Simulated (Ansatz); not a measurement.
H2BO, SMILES `[BH-]O` (excited triplet; H–B–O–H torsion 83°) (charge -1, multiplicity 3). This triplet is an excited state, 0.66 eV above the relaxed singlet at the level B3LYP/aug-cc-pVTZ // PBE0-D3(BJ)/def2-TZVPD (Ansatz, an electronic-structure program).

Cartesian coordinates (Å):
SMILES: [BH-]O
```xyz
4

B      0.5712     0.3642    -0.2124
O     -0.7732     0.3485     0.2724
H      1.4574    -0.3893     0.1463
H     -1.2554    -0.3234    -0.2063
```
Charge -1, spin multiplicity 3.

Frozen-core energies in aug-cc-pVDZ from Ansatz at a geometry from PBE0-D3(BJ)/def2-TZVPD; the HF reference has <S^2> = 2.00 and the T1 diagnostic is 0.096.

```json
[
 {"level": "HF", "energy (Ha)": "-100.64933"},
 {"level": "MP2", "energy (Ha)": "-100.92796"},
 {"level": "CCSD", "energy (Ha)": "-100.94988"}
]
```

### Question
Estimate the energies of CCSD(T), CCSDT and CCSDT(Q), and give each level's difference from CCSDT(Q).

### Answer

```csv
level,energy (Ha),difference from CCSDT(Q) (mHa)
MP2,-100.92796,33.20
CCSD,-100.94988,11.28
CCSD(T),-100.95935,1.82
CCSDT,-100.96039,0.77
CCSDT(Q),-100.96116,0.00
```
